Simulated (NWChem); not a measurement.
System: BeHSF; SMILES [F][Be][SH]

```xyz
4

Be     0.0011    -0.6276     0.0000
F     -0.0627    -2.0023     0.0000
S      0.1291     1.2782     0.0000
H     -1.2136     1.4497     0.0000
```
Atoms are numbered in this order, from 1.

Level: B3LYP/6-31G* (spherical d) (NWChem), optimised geometry, unscaled harmonic frequencies. 

```csv
frequency (cm⁻¹),IR intensity (km/mol)
236,65.6
276,59.0
484,3.6
662,5.1
1408,280.3
2661,5.8
```

```json
{
  "zero_point_energy": "8.2 kcal/mol",
  "thermal correction to the enthalpy at 298.15 K (with zero-point energy)": "11.4 kcal/mol",
  "heat capacity Cv": "11.8 cal/(mol K)",
  "entropy at 298.15 K and 1 atm (symmetry number 1)": "64.6 cal/(mol K)",
  "dipole_moment": "0.95 D"
}
```

Rigid rotor and harmonic oscillator.
